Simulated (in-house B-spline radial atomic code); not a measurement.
Successive ionisation energies of europium; each step leads to the configuration of the next row (after the last: [He] 2s2 2p1). Dirac energy differences include first-order Breit, QED and recoil terms. NIST's values go from ground level to ground level; the uncertainty of those that are theory runs from under 0.1 % in few-electron ions to several per cent in heavy many-electron ones. Computed with an all-electron radial atomic-structure program (B-spline basis): Dirac-Hartree-Fock, average of the configuration, finite nuclei.

| ion | configuration | ionisation energy (eV) | tabulated value (eV) | tabulated kind | computed minus tabulated (eV) | highest orbital | largest mean radius (bohr) |
| --- | --- | --- | --- | --- | --- | --- | --- |
| Eu53+ | [He] 2s2 2p6 | 11101.8 | 10880 | tabulated theory | 222 | 2p3/2 | 0.092756 |
| Eu54+ | [He] 2s2 2p5 | ? | ? | tabulated theory | ? | ? | ? |
| Eu55+ | [He] 2s2 2p4 | 11681.2 | 11457 | tabulated theory | 224 | 2p3/2 | 0.091816 |
| Eu56+ | [He] 2s2 2p3 | ? | ? | tabulated theory | ? | ? | ? |
| Eu57+ | [He] 2s2 2p2 | 12273.3 | 12718 | tabulated theory | -445 | 2p3/2 | 0.09089 |

Q: Fill in the row of Eu54+.

A: ionisation energy (eV): 11389.9; tabulated value (eV): 11153; computed minus tabulated (eV): 237; highest orbital: 2p3/2; largest mean radius (bohr): 0.092284.

Q: Fill in the row of Eu56+.

A: ionisation energy (eV): 11975.6; tabulated value (eV): 11739; computed minus tabulated (eV): 237; highest orbital: 2p3/2; largest mean radius (bohr): 0.091351.

Where a p, d or f electron is removed, the computed value is a mean over both j, so it misses the tabulated one by a part of the spin-orbit splitting; averaging over terms and missing correlation add to the gap, relatively most at low charge.
